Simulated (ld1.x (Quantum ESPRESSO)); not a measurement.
# Mn: excitation energies, all-electron against PAW

ld1.x (Quantum ESPRESSO) 7.5 input, shortened:

```
&input
   title='Mn', zed=25., rel=1, dft='PBESOL', iswitch=3,
   config='[Ar] 3d5 4s2 4p0'
 /
 &inputp
   pseudotype=3, lpaw=.true., tm=.true., lloc=-2, rcloc=1.05,
   nlcc=.true., rcore=1.15,
   which_augfun='BESSEL', rmatch_augfun=0.85
 /
6
3S  1  0   2.00   0.00  1.15  1.40  0.0
4S  2  0   2.00   0.00  1.15  1.40  0.0
3P  2  1   6.00   0.00  1.25  1.40  0.0
4P  3  1   0.00   0.00  1.25  1.40  0.0
3D  3  2   5.00   0.00  0.95  1.30  0.0
3D  3  2   0.00  -0.10  0.95  1.30  0.0
 &test
   configts(1)='3s2 3p6 3d5 4s2 4p0'
 /
```

Energies are relative to the spin-unpolarised reference configuration 3s2 3p6 3d5 4s2 4p0; without spin polarisation the order of configurations can differ from experiment.

| valence configuration | charge | ΔE all-electron (eV) | error AE − PS (meV) |
| --- | --- | --- | --- |
| 3s2 3p6 3d5 4s1 4p0 | +1 | 8.432 | -0.7 |
| 3s2 3p6 3d4 4s0 4p0 | +3 | 56.424 | -1.8 |
| 3s1 3p6 3d5 4s2 4p0 | +1 | 93.275 | -22 |
| 3s2 3p6 3d4 4s2 4p1 | 0 | 7.828 | +5.3 |
| 3s2 3p6 3d5 4s1.5 4p0 | +0.5 | 3.371 | -0.3 |
| 3s2 3p6 3d5 4s1 4p1 | 0 | 3.884 | -0.4 |

Task: What are ΔE and the potential's error for 3s2 3p6 3d5 4s0 4p0?

Result: ΔE = 23.944 eV all-electron; the error (AE − PS) is -2.0 meV.

Levels in the configuration 3s2 3p6 3d5 4s0 4p0:

```tsv
level	all-electron (eV)	pseudo (eV)
3s	-103.418	-103.417
3p	-72.272	-72.273
3d	-24.281	-24.280
```
